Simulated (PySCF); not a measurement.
Computed XPS line lists of a few unrelated compounds.

Computed, not measured: delta-SCF UKS SCAN, pcX-2 on the ionised atom, pcseg-1 elsewhere, spin-free X2C in PySCF 2.14.0. Geometries: PBE0-D3(BJ)/def2-SVP; isolated species, one conformer each.

Line lists (1s up to Mg, 2p3/2 beyond, nothing for Br or Ge; areas count atoms within a level, one atom standing for each set equivalent by bonding):
1. C 1s: 291.61 (area 2), 291.65 (area 1), 292.12 (area 1), 292.59 (area 1) eV; N 1s: 404.88 eV
2. B 1s: 195.60 (area 1), 196.72 (area 1) eV; N 1s: 406.38 eV
3. C 1s: 291.83 (area 1), 293.17 (area 1), 293.19 (area 1), 293.42 (area 1), 295.03 (area 1) eV; O 1s: 537.84 (area 1), 539.76 (area 1) eV; Cl 2p3/2: 206.30 (area 1), 206.43 (area 1) eV
4. C 1s: 289.83 (area 1), 290.09 (area 1), 290.25 (area 1), 291.45 (area 1) eV; N 1s: 403.98 eV

Structures:
A. `Br[BH-]1[NH2+][BH2-][NH2+]1`
B. `O=C1C[C@@H](Cl)[C@@H](Cl)CO1`
C. `C=CC[NH][GeH2][CH3]`
D. `N#C[C@H]1[C@@H]2[C@H]1C2`

Q: Which list belongs to which compound?

A: 
- 1 = D: no other candidate has these counts of sites. C 1s: 291.61 sp3 carbon at a ring junction (×2), 291.65 three-membered-ring carbon, 292.12 nitrile carbon, 292.59 sp3 carbon next to a nitrile; N 1s: 404.88 nitrile nitrogen.
- 2 = A: no other candidate has this set of levels. B 1s: 195.60 four-coordinate boron, 196.72 four-coordinate boron; N 1s: 406.38 nitrogen bonded to 2 B and 2 H (×2).
- 3 = B: no other candidate has this set of levels. C 1s: 291.83 sp3 carbon next to a carbonyl, 293.17 sp3 C–Cl carbon, 293.19 sp3 C–Cl carbon, 293.42 sp3 carbon bound to oxygen, 295.03 ester carbonyl carbon; O 1s: 537.84 ester carbonyl oxygen, 539.76 ester single-bonded oxygen; Cl 2p3/2: 206.30 alkyl chlorine, 206.43 alkyl chlorine.
- 4 = C: no other candidate has these counts of sites. C 1s: 289.83 terminal =CH2 carbon, 290.09 sp3 carbon bound to germanium, 290.25 alkene CH carbon, 291.45 sp3 carbon bound to nitrogen; N 1s: 403.98 nitrogen bonded to C, Ge and H.

Spin–orbit and ligand-field terms were added within each 2p shell after the spin-free SCF.
